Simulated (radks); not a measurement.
Excited configurations of He+: one electron is placed in a higher orbital outside the bare nucleus. The ground configuration is 1s1. Calculated with a radial shooting solver on a logarithmic mesh with Libxc functionals: non-relativistic Kohn-Sham, BLYP, spin-polarised, spherical densities, point nucleus; open shells are filled with parallel spins first. Excitation = E - E(ground); binding = E(ion) - E, where the ion is the core of charge +2; n* = 2/sqrt(2 binding) in atomic units, and the quantum defect is n - n*.

| outer orbital | excitation (eV) | binding (eV) | n* | quantum defect | eigenvalue (eV) |
|---|---|---|---|---|---|
| 2s | 40.185 | 14.106 | 1.964 | 0.036 | -11.060 |
| 3p | 47.922 | 6.368 | 2.923 | 0.077 | -4.914 |
| 3d | 48.218 | 6.072 | 2.994 | 0.006 | -4.349 |
| 4d | 50.653 | 3.638 | 3.868 | 0.132 | -2.772 |
| 5p | 51.823 | 2.468 | 4.696 | 0.304 | -1.964 |
| 5f | 51.923 | 2.367 | 4.795 | 0.205 | -1.789 |

The Delta-SCF ionisation energy is 54.290 eV (NIST Atomic Spectra Database: 54.418 eV, theoretical). Self-interaction in the functional shifts the binding energies and quantum defects, so they are the method's values and not measured ones.
